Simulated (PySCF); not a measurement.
## C₆ coefficients of unlike pairs at MN15

Calculated with PySCF 2.14 from the dipole response of each species, C₆(A,B) = (3/π) ∫ α_A(iu) α_B(iu) du, in atomic units, from isotropic polarisabilities. For ions this is the dispersion term alone; charge-induced terms of lower order in 1/R come first.

```csv
species,configuration,basis,relativity,α (bohr³),C₆ (like pair)
Rh(2+),[Kr] 4d7 (4F),def2-QZVPPD with the def2 core potential (28 electrons) (7s5p4d4f2g),core potential,7.523,39.90
F(3+),[He] 2s2 2p2 (3P),dyall-av3z (15s9p3d2f),none,0.9395,0.8118
S,[Ne] 3s2 3p4 (3P),aug-cc-pV(5+d)Z (8s7p6d4f3g2h),none,20.20,135.6
```

(1) Estimate C₆ for S with Rh(2+).

No spin-orbit coupling is included.

The other pairs:

```csv
pair,C₆
"F(3+), Rh(2+)",5.627
"S, F(3+)",9.210
```

## Answers

(1) The integral gives 68.44. The combination rule 2 C_A C_B / (C_A α_B/α_A + C_B α_A/α_B) gives 68.65 and the geometric mean 73.56.
